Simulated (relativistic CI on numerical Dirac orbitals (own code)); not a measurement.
**Cu²⁺: L2,3 absorption edge**

Computed with this model: Dirac-Coulomb-Breit CI, orbitals from a KLI potential per configuration, model QED (radiative potential, 1s self-energy scaled to tabulated hydrogen-like ionisation energies), valence Slater integrals scaled by 0.9, multiplet model of core-to-valence dipole absorption; configurations [Ar] 3d9 → [He] 2s2 2p5 3s2 3p6 3d10; 10 K; Lorentzian 0.6 eV and Gaussian 0.3 eV FWHM. Energies are those of the free ion, without screening or charge transfer. The branching ratio is the share of the lower-energy edge in the whole absorption, uncertain by about 0.02 where the edges overlap. S is read from ⟨S²⟩ = S(S + 1).

Field parameters in Wybourne normalisation: D3d B²₀ = −7Dσ, B⁴₀ = −14Dq − 21Dτ, B⁴₃ = −14√(10/7) Dq; D4h B²₀ = −7Ds, B⁴₀ = 21(Dq − Dt), B⁴₄ = 21√(5/14) Dq; Oh B⁴₀ = 21Dq, B⁴₄ = √(5/14) B⁴₀. The field is a parameter set, without covalency.

Computed curve for free ion, scaled to 100 at the maximum (points under 2 are left out and the grid is thinned):

| Energy (eV) | Intensity |
| --- | --- |
| 929.0 | 2.1 |
| 929.1 | 2.3 |
| 929.2 | 2.5 |
| 929.3 | 2.8 |
| 929.4 | 3.1 |
| 929.5 | 3.5 |
| 929.6 | 3.9 |
| 929.7 | 4.4 |
| 929.8 | 5.0 |
| 929.9 | 5.8 |
| 930.0 | 6.8 |
| 930.1 | 8.0 |
| 930.2 | 9.6 |
| 930.3 | 11.7 |
| 930.4 | 14.5 |
| 930.5 | 18.4 |
| 930.6 | 23.9 |
| 930.7 | 31.8 |
| 930.8 | 43.2 |
| 930.9 | 58.4 |
| 931.0 | 76.3 |
| 931.1 | 92.3 |
| 931.2 | 100.0 |
| 931.3 | 95.5 |
| 931.4 | 81.1 |
| 931.5 | 63.2 |
| 931.6 | 47.0 |
| 931.7 | 34.6 |
| 931.8 | 25.8 |
| 931.9 | 19.7 |
| 932.0 | 15.4 |
| 932.1 | 12.4 |
| 932.2 | 10.1 |
| 932.3 | 8.4 |
| 932.4 | 7.1 |
| 932.5 | 6.1 |
| 932.6 | 5.2 |
| 932.7 | 4.6 |
| 932.8 | 4.0 |
| 932.9 | 3.6 |
| 933.0 | 3.2 |
| 933.1 | 2.9 |
| 933.2 | 2.6 |
| 933.3 | 2.3 |
| 933.4 | 2.1 |

The ground state has S = 0.50, and the centroid lies at 931.21 eV.
